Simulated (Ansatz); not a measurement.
Isolated molecules relaxed with PBE0-D4/def2-TZVP in Ansatz; ΔE leaves out vibrations. CCSD(T)/CBS is the MP2 limit (def2-TZVPP, def2-QZVPP) plus CCSD(T) − MP2 in def2-TZVPP, frozen cores. This one scheme is used for every species. Functionals use def2-TZVPP. B3LYP here is the variant with VWN-RPA as its local correlation; programs differ in this. One conformer a species, not always the lowest.

Consider the hydrogenolysis of the Al–O bond: `C[O][AlH][N](C)C` + H₂ → `C[N](C)[AlH2]` + CH₃OH.

`C[O][AlH][N](C)C`:

```xyz
16

C     0.353    1.827    2.612
O     0.312    0.900    1.571
Al   -0.397    0.852    0.040
N    -0.136   -0.613   -0.912
C    -0.679   -0.797   -2.235
C     0.636   -1.745   -0.461
H     1.389    2.104    2.833
H    -0.079    1.395    3.522
H    -0.199    2.748    2.383
H    -1.257    2.046   -0.532
H     0.114   -0.953   -2.981
H    -1.257    0.078   -2.544
H    -1.345   -1.671   -2.283
H     1.028   -1.566    0.543
H     1.488   -1.944   -1.127
H     0.029   -2.661   -0.429
```

H₂:

Cartesian coordinates in Å:
```
H -0.342 -0.066 -0.134
H 0.342 0.066 0.134
```

`C[N](C)[AlH2]`:

Z-matrix (Å, degrees):
```
C
N 1 1.443
H 1 1.093 2 110.8
H 1 1.099 2 111.6 3 120.1
H 1 1.099 2 111.5 3 -120.1
C 2 1.443 1 112.3 3 180.0
Al 2 1.772 1 123.8 3 -0.0
H 6 1.099 2 111.6 1 -59.9
H 6 1.093 2 110.8 1 -180.0
H 6 1.099 2 111.5 1 59.9
H 7 1.584 2 117.4 1 180.0
H 7 1.584 2 117.4 1 0.0
```

CH₃OH:

```xyz
6

C     0.299    0.179   -0.072
O    -0.948   -0.072    0.533
H     0.650    1.140    0.305
H     0.228    0.247   -1.164
H     1.048   -0.581    0.184
H    -1.278   -0.914    0.214
```

| level | ΔE (kJ/mol) | difference from CCSD(T)/CBS |
| --- | --- | --- |
| PBE-D4 | 106.5 | -6.1 |
| B3LYP-D4 | 115.2 | 2.6 |
| r2SCANh | 114.6 | 2.0 |
| BHLYP | 108.3 | -4.3 |
| LC-ωPBE | 105.5 | -7.1 |
| HF/def2-SVP | 97.4 | -15.2 |
| CCSD(T)/def2-SVP | 107.5 | -5.1 |
| HF/def2-TZVPP | 101.1 | -11.5 |
| HF/def2-QZVPP | 102.0 | -10.6 |
| MP2/CBS(def2) | 120.7 | 8.1 |
| CCSD(T)/CBS | 112.6 | 0 |

Problem. What do rigid-rotor, harmonic-oscillator terms from PBE0-D4/def2-TZVP frequencies (298.15 K, 1 bar) make of the CCSD(T)/CBS value? (Best estimate.)

Solution. The calculation gave: ΔZPE = +15.3 kJ/mol, ΔH = +122.1 kJ/mol, ΔS = 23 J/(mol·K), ΔG = +115.3 kJ/mol.

Largest T1 diagnostic among the species: 0.012.

From r2SCAN to r2SCAN0 (25 % exact exchange), in def2-TZVPP and without D4, ΔE moves by −3.2 kJ/mol. At CCSD(T), def2-SVP lies −5.1 kJ/mol from the extrapolated value and def2-TZVPP −1.1 kJ/mol. In def2-TZVPP, CCSD(T) changes the Hartree–Fock value by +10.4 kJ/mol (the triples alone add +2.4 kJ/mol) and MP2 by +18.5 kJ/mol.

CCSD(T)/CBS has its own doubt, a few kJ/mol and more with outer-core shells, so smaller differences from it don't rank the levels.
